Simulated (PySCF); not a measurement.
Ga(OH)2(SeH) (GaH3O2Se), SMILES [OH][Ga]([OH])[SeH].

The structure is a stationary point at PBE0-D3(BJ)/def2-SVP. The values are those of a single conformer.

Level of theory: PySCF with PBE/def2-TZVP.

The molecule is in vacuum.

```
Item                                                                                                           Result
---------------------------------------------------------------------------------------------  ----------------------
total energy                                                                                      -4478.02293 hartree
point group                                                                                                        Cs
highest occupied level                                                                                       -6.28 eV
lowest empty level                                                                                           -1.83 eV
orbital gap                                                                                                   4.45 eV
dipole moment                                                                                                  0.90 D
quadrupole, principal values (traceless, Buckingham form, about the centre of nuclear charge)  -1.86, -0.86, 2.72 D·Å
mean static polarisability                                                                       62.1 bohr³ (9.21 Å³)
polarisability, principal values                                                               46.1, 60.0, 80.2 bohr³
```
